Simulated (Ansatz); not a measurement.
C4H7O2S (SMILES O=S1(=O)[CH]CCC1), doublet, at a GFN2-xTB geometry; MP2/cc-pVTZ run with Ansatz (an electronic-structure program).

Ansatz was given this input:
Ansatz 0.2 input:
```yaml
crystal:
  periodic: [false, false, false]
  atoms:
    - {symbol: O, position_ang: [1.20582299, 0.63703759, 1.26442980]}
    - {symbol: S, position_ang: [0.59731569, 0.46377763, -0.02791048]}
    - {symbol: O, position_ang: [1.21088856, 1.14490167, -1.13828716]}
    - {symbol: C, position_ang: [-1.12685342, 0.81459164, 0.03043694]}
    - {symbol: C, position_ang: [-1.90007289, -0.42866224, -0.03021007]}
    - {symbol: C, position_ang: [-0.94949266, -1.57801386, 0.33886522]}
    - {symbol: C, position_ang: [0.36671307, -1.31843240, -0.36146958]}
    - {symbol: H, position_ang: [-1.52096062, 1.79857927, -0.11345824]}
    - {symbol: H, position_ang: [-2.76975271, -0.40009022, 0.63480175]}
    - {symbol: H, position_ang: [-2.29754025, -0.58865507, -1.04489655]}
    - {symbol: H, position_ang: [-0.77775098, -1.56250060, 1.41642599]}
    - {symbol: H, position_ang: [-1.37833452, -2.54287852, 0.06676269]}
    - {symbol: H, position_ang: [0.31041096, -1.44378684, -1.43879776]}
    - {symbol: H, position_ang: [1.20142010, -1.87352333, 0.05085347]}
basis:
  gaussian:
    orbitals: cc-pVTZ
magnetization: {spin_polarized: true, initial_magnetization: 1}
correlation: {method: mp2}
```

What the program printed (banner, timings and long lists left out):

```
Functional definition: HF
1805 factors; integrals over basis functions are off by at most 1.1e-3 eV
mean field evaluation 1: about -19118.0074 eV, gradient 4.1e1 eV
mean field evaluation 2: about -19118.0230 eV, gradient 4.1e1 eV
mean field evaluation 4: about -19124.9807 eV, gradient 4.9e0 eV
mean field evaluation 8: about -19125.1605 eV, gradient 2.6e-1 eV
mean field -19125.16191441 eV, -702.8367368543 hartree, gradient 4.5e-6 eV, S^2 0.764516; 0 other end points of the search recorded, 0 dependent functions left out
11 core orbitals not correlated
reference -19125.16191441 eV, -702.8367368543 hartree; 21, 20 occupied and 280, 281 virtual orbitals, 1805 factors
second order -35.50343269 eV of doubles, -0.00000000 eV of singles
Total energy: -19160.66534710 eV, -704.1414639404 hartree
```
